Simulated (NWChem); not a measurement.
**Correlation energy of Te**

```xyz
1

Te     0.0000     0.0000     0.0000
```
Charge 0, spin multiplicity 3.

Program: NWChem.

Basis set: def2-SVP. Each correlation energy counts from its own Hartree-Fock reference.

Effective core potentials replace the inner electrons of Te; spin-orbit coupling is left out. The correlated methods keep 4 core orbitals frozen. No SCF solution was tested for a lower state. Open-shell Hartree-Fock references start from PBE0 orbitals. No row is a measurement; the coupled-cluster row has its own basis-set and correlation limits.

```csv
method,correlation energy (mHa)
UMP2,-77.3
SCS-UMP2,___
CCSD on UHF,___
CCSD[T] on UHF,-91.5
CCSD(T) on UHF,-91.4
CCSD on ROHF,___
CCSD[T] on ROHF,-95.0
CCSD(T) on ROHF,-95.0
CCSDT on ROHF,-95.1
```

**Question.** Complete the blanks.

**Answer.** 
- SCS-UMP2, correlation energy (mHa): -73.1
- CCSD on UHF, correlation energy (mHa): -90.2
- CCSD on ROHF, correlation energy (mHa): -93.7
